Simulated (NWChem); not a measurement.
System: CH2ClF; SMILES FCCl

Output (shortened):

```
             Northwest Computational Chemistry Package (NWChem) 7.3.0
             --------------------------------------------------------

                             Geometry "geometry" -> ""
                             -------------------------

 Output coordinates in angstroms (scale by  1.889725989 to convert to a.u.)

  No.       Tag          Charge          X              Y              Z
 ---- ---------------- ---------- -------------- -------------- --------------
    1 F                    9.0000     0.38919100     1.50579000     0.00000000
    2 C                    6.0000    -0.57154400     0.56504300     0.00000000
    3 Cl                  17.0000     0.13118600    -1.06286200     0.00000000
    4 H                    1.0000    -1.18506600     0.65982600     0.90784100
    5 H                    1.0000    -1.18506600     0.65982600    -0.90784100

 Effective nuclear repulsion energy (a.u.)     101.5275868794

                                 NWChem DFT Module
                                 -----------------

 Summary of "ao basis" -> "ao basis" (spherical)
 ------------------------------------------------------------------------------
       Tag                 Description            Shells   Functions and Types
 ---------------- ------------------------------  ------  ---------------------
 F                          def2-svp                 6       14   3s2p1d
 C                          def2-svp                 6       14   3s2p1d
 Cl                         def2-svp                 8       18   4s3p1d
 H                          def2-svp                 3        5   2s1p

 in cosmo_initialize ...

 solvent parameters
 solvname_short: unkn
 solvname_long:  unknown
 dielec:        2.0000

          ---------------
          -cosmo- solvent
          ---------------
 Cosmo: York-Karplus, doi: 10.1021/jp992097l
 dielectric constant -eps-     =   2.00
 screen = (eps-1)/(eps    )    =   0.50000
 surface charge correction     = lagrangian

   van der Waals surface
 --------------------------

 ---------- ATOMIC COORDINATES (A.U.) ------------ VDWR(ANG.) --
     1    0.73546435    2.84553050    0.00000000     1.720
     2   -1.08006155    1.06777644    0.00000000     2.000
     3    0.24790559   -2.00851794    0.00000000     2.050
     4   -2.23945002    1.24689034    1.71557073     1.300
     5   -2.23945002    1.24689034   -1.71557073     1.300
 number of segments per atom =         32
 number of   points per atom =         32
 atom (   nspa,  nppa )
 ----------------------
    1 (     20,     0 )       0
    2 (     14,     0 )       0
    3 (     24,     0 )       0
    4 (     15,     0 )       0
    5 (     15,     0 )       0
 number of -cosmo- surface points =       88
 molecular surface =     92.498 angstrom**2
 molecular volume  =     66.549 angstrom**3
 G(cav/disp)       =      1.322 kcal/mol
 -lineq- algorithm             =   0
 -bem- low  level              =   2
 -bem- from -octahedral-
 gaussian surface charge width =   4.50000
 degree of switching           =   1.00000
 switching function tolerance  =   0.00010
 atomic radii =
 --------------
    1  9.000  1.720
    2  6.000  2.000
    3 17.000  2.050
    4  1.000  1.300
    5  1.000  1.300
 ...... end of -cosmo- initialization ......

            General Information
            -------------------
          SCF calculation type: DFT
          Wavefunction type:  closed shell.
          No. of atoms     :     5
          No. of electrons :    34
           Alpha electrons :    17
            Beta electrons :    17
          Charge           :     0
          Spin multiplicity:     1
          Use of symmetry is: off; symmetry adaption is: off
          Maximum number of iterations: 150
          AO basis - number of functions:    56
                     number of shells:    26
          Convergence on energy requested:  1.00D-06
          Convergence on density requested:  1.00D-05
          Convergence on gradient requested:  5.00D-04

              XC Information
              --------------
                         B3LYP Method XC Potential
                     Hartree-Fock (Exact) Exchange  0.200
                        Slater Exchange Functional  0.800 local
                    Becke 1988 Exchange Functional  0.720 non-local
              Lee-Yang-Parr Correlation Functional  0.810
                  VWN I RPA Correlation Functional  0.190 local

             Grid Information
             ----------------
          Grid used for XC integration:  medium
          Radial quadrature: Mura-Knowles
          Angular quadrature: Lebedev.
          Tag              B.-S. Rad. Rad. Pts. Rad. Cut. Ang. Pts.
          ---              ---------- --------- --------- ---------
          F                   0.50       49           7.0       434
          C                   0.70       49           7.0       434
          Cl                  1.00       88           8.0       590
          H                   0.35       45           7.0       434
          Grid pruning is: on
          Number of quadrature shells:   276
          Spatial weights used:  Erf1

      Superposition of Atomic Density Guess
      -------------------------------------

 Sum of atomic energies:        -597.23939911

      Non-variational initial energy
      ------------------------------

 Total energy =    -598.106355
 1-e energy   =   -1027.381045
 2-e energy   =     327.747103
 HOMO         =      -0.355317
 LUMO         =       0.112304

   convergence    iter        energy       DeltaE   RMS-Dens  Diis-err
 ---------------- ----- ----------------- --------- --------- ---------
     COSMO gas phase
 d= 0,ls=0.0,diis     1   -599.0194447113 -7.01D+02  1.95D-02  7.02D-01
 d= 0,ls=0.0,diis     2   -598.9597644426  5.97D-02  1.14D-02  1.33D+00
 d= 0,ls=0.0,diis     3   -599.0979879201 -1.38D-01  1.29D-03  1.18D-02
 d= 0,ls=0.0,diis     4   -599.0987446166 -7.57D-04  5.72D-04  2.75D-03
 d= 0,ls=0.0,diis     5   -599.0989677119 -2.23D-04  1.81D-04  1.45D-04
  Resetting Diis
 d= 0,ls=0.0,diis     6   -599.0989839855 -1.63D-05  3.45D-05  3.01D-06
 d= 0,ls=0.0,diis     7   -599.0989843593 -3.74D-07  7.89D-06  7.91D-08

   convergence    iter        energy       DeltaE   RMS-Dens  Diis-err
 ---------------- ----- ----------------- --------- --------- ---------
     COSMO solvation phase
 d= 0,ls=0.0,diis     1   -599.1011258626 -2.14D-03  1.04D-03  5.55D-04
 d= 0,ls=0.0,diis     2   -599.1012529505 -1.27D-04  2.42D-04  2.44D-04
 d= 0,ls=0.0,diis     3   -599.1012746935 -2.17D-05  7.57D-05  6.48D-05
 d= 0,ls=0.0,diis     4   -599.1012802161 -5.52D-06  2.29D-05  2.65D-06
 d= 0,ls=0.0,diis     5   -599.1012804834 -2.67D-07  5.90D-06  9.60D-08

         Total DFT energy =     -599.101280483378
      One electron energy =    -1028.884673775101
           Coulomb energy =      373.148261259612
    Exchange-Corr. energy =      -44.908277026509
 Nuclear repulsion energy =      101.527586879387

             COSMO energy =        0.015822179233

 Numeric. integr. density =       34.000000027733

                                   COSMO solvation results
                                   -----------------------

                 gas phase energy =      -599.098984359347
                 sol phase energy =      -599.101280483378
 (electrostatic) solvation energy =         0.002296124031 (    1.44 kcal/mol)

                       DFT Final Molecular Orbital Analysis
                       ------------------------------------

 Vector   15  Occ=2.000000D+00  E=-3.740789D-01
              MO Center=  5.6D-02,  4.3D-01,  5.1D-09, r^2= 2.4D+00
   Bfn.  Coefficient  Atom+Function         Bfn.  Coefficient  Atom+Function
  ----- ------------  ---------------      ----- ------------  ---------------
     4      0.352459  1 F  px                 5     -0.330766  1 F  py
    40      0.321179  3 Cl py                37      0.270666  3 Cl py
     7     -0.244996  1 F  px                 8      0.237545  1 F  py
    18      0.190519  2 C  px                39     -0.178141  3 Cl px
    19     -0.169463  2 C  py                34      0.154090  3 Cl py

 Vector   16  Occ=2.000000D+00  E=-3.202310D-01
              MO Center=  1.1D-01, -9.2D-01, -7.9D-09, r^2= 1.4D+00
   Bfn.  Coefficient  Atom+Function         Bfn.  Coefficient  Atom+Function
  ----- ------------  ---------------      ----- ------------  ---------------
    39      0.577285  3 Cl px                36      0.434971  3 Cl px
    40      0.258947  3 Cl py                33      0.252071  3 Cl px
    37      0.189967  3 Cl py                 5     -0.146394  1 F  py
    34      0.110130  3 Cl py                 8      0.103929  1 F  py
    22      0.069355  2 C  py                 3     -0.067126  1 F  s

 Vector   17  Occ=2.000000D+00  E=-3.019773D-01
              MO Center= -4.1D-02, -7.0D-01, -1.6D-08, r^2= 1.9D+00
   Bfn.  Coefficient  Atom+Function         Bfn.  Coefficient  Atom+Function
  ----- ------------  ---------------      ----- ------------  ---------------
    41      0.608901  3 Cl pz                38      0.444779  3 Cl pz
    35      0.257516  3 Cl pz                20     -0.188566  2 C  pz
    47     -0.183396  4 H  s                 52      0.183396  5 H  s
     6     -0.139135  1 F  pz                48     -0.099496  4 H  s
    53      0.099496  5 H  s                  9      0.098768  1 F  pz

 Vector   18  Occ=0.000000D+00  E= 4.196772D-02
              MO Center= -5.4D-01, -1.0D-02, -6.8D-09, r^2= 3.1D+00
   Bfn.  Coefficient  Atom+Function         Bfn.  Coefficient  Atom+Function
  ----- ------------  ---------------      ----- ------------  ---------------
    17      1.394970  2 C  s                 48     -0.730200  4 H  s
    53     -0.730200  5 H  s                 40     -0.711797  3 Cl py
    22     -0.603347  2 C  py                32     -0.591913  3 Cl s
    19     -0.419962  2 C  py                16      0.410416  2 C  s
    39      0.353961  3 Cl px                37     -0.228863  3 Cl py

 Vector   19  Occ=0.000000D+00  E= 8.364774D-02
              MO Center= -9.0D-01,  4.6D-01,  1.5D-08, r^2= 3.5D+00
   Bfn.  Coefficient  Atom+Function         Bfn.  Coefficient  Atom+Function
  ----- ------------  ---------------      ----- ------------  ---------------
    17      1.267309  2 C  s                 48     -1.234629  4 H  s
    53     -1.234629  5 H  s                 21     -0.952896  2 C  px
    40      0.415997  3 Cl py                18     -0.409397  2 C  px
    22      0.268468  2 C  py                31      0.230258  3 Cl s
    19      0.228055  2 C  py                32      0.216432  3 Cl s

 Vector   20  Occ=0.000000D+00  E= 1.127255D-01
              MO Center= -1.3D+00,  6.6D-01, -6.8D-09, r^2= 3.6D+00
   Bfn.  Coefficient  Atom+Function         Bfn.  Coefficient  Atom+Function
  ----- ------------  ---------------      ----- ------------  ---------------
    48      1.603037  4 H  s                 53     -1.603038  5 H  s
    23     -1.175645  2 C  pz                20     -0.436603  2 C  pz
     9      0.142279  1 F  pz                41      0.116339  3 Cl pz
    47      0.098006  4 H  s                 52     -0.098006  5 H  s
     6     -0.081382  1 F  pz                43     -0.058877  3 Cl d -1

     Multipole analysis of the density
     ---------------------------------

     L   x y z        total         alpha         beta         nuclear
     -   - - -        -----         -----         ----         -------
     0   0 0 0     -0.000000    -17.000000    -17.000000     34.000000

     1   1 0 0     -0.739816     -0.307061     -0.307061     -0.125695
     1   0 1 0      0.167695     -0.098857     -0.098857      0.365409
     1   0 0 1      0.000000      0.000000      0.000000      0.000000

     2   2 0 0    -16.618429    -19.780421    -19.780421     22.942413
     2   1 1 0     -1.308119      0.412888      0.412888     -2.133895
     2   1 0 1     -0.000000     -0.000000     -0.000000      0.000000
     2   0 2 0    -18.975301    -85.189749    -85.189749    151.404198
     2   0 1 1     -0.000000     -0.000000     -0.000000      0.000000
     2   0 0 2    -16.958220    -11.422293    -11.422293      5.886366
```

Level: B3LYP/def2-SVP, COSMO on the gas-phase geometry. Geometry: optimised at PBE0/def2-SVP. COSMO prints the solvation energy as gas minus solution, so a positive value is a stabilisation.

Question: Reconstruct the input file.

Answer: This is not unique; one that fits is the input that was run:
```
start job
memory heap 200 mb stack 900 mb global 1100 mb
geometry units angstroms noautosym nocenter noautoz
  F      0.389191     1.505790     0.000000
  C     -0.571544     0.565043     0.000000
  Cl     0.131186    -1.062862     0.000000
  H     -1.185066     0.659826     0.907841
  H     -1.185066     0.659826    -0.907841
end
basis spherical
  * library def2-svp
end
dft
  xc b3lyp
  iterations 150
end
cosmo
  dielec 2.0
end
task dft energy
```
